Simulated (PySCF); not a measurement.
CH4N, SMILES [CH2]N, multiplicity 2. Atoms are numbered in the order given.

```xyz
6

C     -0.7231     0.0781     0.0000
N      0.6518    -0.0952     0.0000
H     -1.2397    -0.1162    -0.9302
H     -1.2397    -0.1162     0.9302
H      1.1277     0.2151     0.8326
H      1.1277     0.2151    -0.8326
```
Charge 0, spin multiplicity 2.

The structure is a stationary point at PBE0-D3(BJ)/def2-TZVP. The isomer is the one that the SMILES or the coordinates give; other isomers of the formula were not compared.

Level of theory: PBE/def2-TZVPD in PySCF.

The molecule is in vacuum.

Computed frontier levels, dipole moment and polarisability:
| Quantity | Result |
|---|---|
| α spin, highest occupied and lowest empty level | -3.08 and -0.30 eV |
| β spin, highest occupied and lowest empty level | -7.33 and -1.40 eV |
| dipole moment | 1.22 D |
| quadrupole, principal values (traceless, Buckingham form, about the centre of nuclear charge) | -5.44, 2.29, 3.15 D·Å |
| mean static polarisability | 27.9 bohr³ (4.13 Å³) |
| polarisability, principal values | 24.6, 25.5, 33.5 bohr³ |
| ⟨S²⟩ | 0.753 (pure state 0.75) |
